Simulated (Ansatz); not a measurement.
Ansatz (an electronic-structure program) input (X2C-CCSD(T)/cc-pVTZ-DK):

Ansatz 0.2 input:
```yaml
crystal:
  periodic: [false, false, false]
  atoms:
    - {symbol: O, position_ang: [1.98098955, 0.16065537, 0.14672338]}
    - {symbol: C, position_ang: [0.55668406, 0.15063410, 0.05901868]}
    - {symbol: C, position_ang: [-0.32766757, 1.15665895, 0.17524915]}
    - {symbol: C, position_ang: [-1.59081048, 0.50103657, -0.01158486]}
    - {symbol: C, position_ang: [-1.33677958, -0.81462571, -0.21809232]}
    - {symbol: O, position_ang: [0.01976198, -1.04801526, -0.17552418]}
    - {symbol: H, position_ang: [2.46196230, -0.04102483, -0.68397633]}
    - {symbol: H, position_ang: [2.36532838, -0.31084308, 0.91616770]}
    - {symbol: H, position_ang: [-0.13429321, 2.19884233, 0.36266142]}
    - {symbol: H, position_ang: [-2.55968583, 0.96986887, 0.00895910]}
    - {symbol: H, position_ang: [-1.94788247, -1.68018756, -0.40094939]}
basis:
  gaussian:
    orbitals: cc-pVTZ-DK
total_charge: 1
magnetization: {spin_polarized: false}
correlation: {method: ccsd_t, electrons: outside_noble_gas}
```

End of the output:

```
integrals: 1.58 GiB planned
1472 factors; integrals over basis functions are off by at most 1.1e-3 eV
1.14 GiB of device memory are held for the factors and their scratch space
mean field: 1.16 GiB planned
mean field evaluation 1: about -8267.2479 eV, gradient 5.0e1 eV
mean field evaluation 2: about -8267.7398 eV, gradient 5.0e1 eV
mean field evaluation 4: about -8273.3577 eV, gradient 4.5e0 eV
mean field evaluation 8: about -8273.4405 eV, gradient 5.3e-1 eV
mean field evaluation 16: about -8273.4431 eV, gradient 2.6e-6 eV
mean field -8273.44313403 eV, -304.0434272346 hartree, gradient 2.6e-6 eV, S^2 0.000000; 0 other end points of the search recorded, 0 dependent functions left out; unrestricted orbitals would lower it
6 core orbitals not correlated
reference -8273.44313403 eV, -304.0434272346 hartree; 16, 16 occupied and 228, 228 virtual orbitals, 1472 factors
second order -29.80633116 eV of doubles, -0.00000000 eV of singles
coupled cluster: 13.10 GiB planned
cycle   1  -29.35729780 eV  change    4.5e-1 eV  update   1.2e-1
cycle   2  -30.08541695 eV  change   -7.3e-1 eV  update   3.8e-2
cycle   3  -30.26207264 eV  change   -1.8e-1 eV  update   1.9e-2
cycle   4  -30.24637811 eV  change    1.6e-2 eV  update   5.1e-3
cycle   5  -30.24498874 eV  change    1.4e-3 eV  update   2.6e-3
cycle   6  -30.24676616 eV  change   -1.8e-3 eV  update   9.0e-4
cycle   7  -30.24605979 eV  change    7.1e-4 eV  update   3.8e-4
cycle   8  -30.24587916 eV  change    1.8e-4 eV  update   1.3e-4
cycle   9  -30.24593751 eV  change   -5.8e-5 eV  update   4.4e-5
cycle  10  -30.24593492 eV  change    2.6e-6 eV  update   1.7e-5
perturbative correction -1.42199263 eV, -0.0522572652 hartree
Total energy: -8305.11106158 eV, -305.2072021068 hartree
Relativity: scalar
```

It need not be the lowest isomer of its formula.
